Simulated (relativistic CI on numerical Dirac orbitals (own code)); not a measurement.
**Ir⁵⁺: 4d photoemission**

Computed with this model: Dirac-Coulomb-Breit CI, separate exchange-only KLI orbitals for each configuration, QED by a radiative potential, valence Slater integrals scaled by 0.9, multiplet model of photoemission in the sudden approximation; configurations [Xe] 4f14 5d4 → [Kr] 4d9 4f14 5s2 5p6 5d4; 300 K; Lorentzian 3.5 eV and Gaussian 0.6 eV FWHM. Energies are those of the free ion, without screening or charge transfer. The energies are binding energies and can lie tens of eV above those of solids. S is read from ⟨S²⟩ = S(S + 1).

free ion: ground-state S = 1.70, centroid 383.38 eV. Peaks (eV, height): 376.6 (100), 393.8 (62).

Strongest unbroadened transitions for free ion:

```
Energy (eV)  Relative strength
     376.51              100.0
     377.72                0.5
     378.38                8.4
     379.73                0.6
     379.97                0.2
     383.57                2.2
     383.84                0.4
     384.11                0.2
     385.07                0.9
     385.53                0.3
     393.11               12.2
     393.61               44.5
     394.54                2.3
     394.70                9.3
     395.87                0.6
     396.90                0.2
     397.83                0.2
     400.43                0.3
```
